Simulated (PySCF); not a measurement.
**RuHCl + HF → RuHF + HCl**

Level: PBE0 in the def2-TZVP basis family, computed in PySCF with density fitting; scalar-relativistic core potentials for atoms from Rb on, none lighter, no spin–orbit coupling; open shells unrestricted.

```tsv
species	state and structure	E (Eh)	ZPE (kJ/mol)	H(298 K) − H(0) (kJ/mol)	S° (J/(mol K))
RuHCl	quintet, Cs, Ru–Cl 2.258 Å, Ru–H 1.667 Å; Cl–Ru–H 152.7°	-555.52148	15.1	12.0	281.5
HF	singlet, C∞v, H–F 0.920 Å	-100.39188	24.9	8.7	173.6
RuHF	quintet, Cs, Ru–F 1.897 Å, Ru–H 1.664 Å; F–Ru–H 153.8°	-195.22851	16.8	11.4	269.4
HCl	singlet, C∞v, H–Cl 1.279 Å	-460.66440	17.9	8.7	186.6
```

Task: What is the electronic reaction energy?

Result: At PBE0/def2-TZVP, ΔE = 53.7 kJ/mol from the differences of the total energies times 2625.5, uphill. Ligand exchange with HF takes part in thermal etching.

Task: Add zero-point, thermal and entropy terms for 298.15 K and 1 bar.

Result: ΔZPE = -5.3 and Δ[H(298) − H(0)] = -0.6 kJ/mol give ΔH° = 47.8 kJ/mol. ΔS° = 0.9 J/(mol K), so ΔG° = 47.8 − 298.15 × (0.0009) = 48 kJ/mol and log₁₀K = -8.3.

Open d or f shells are single determinants, so the state found may not be the ground state. Each species is the lowest minimum found with this bonding; other isomers or fragments can lie lower.
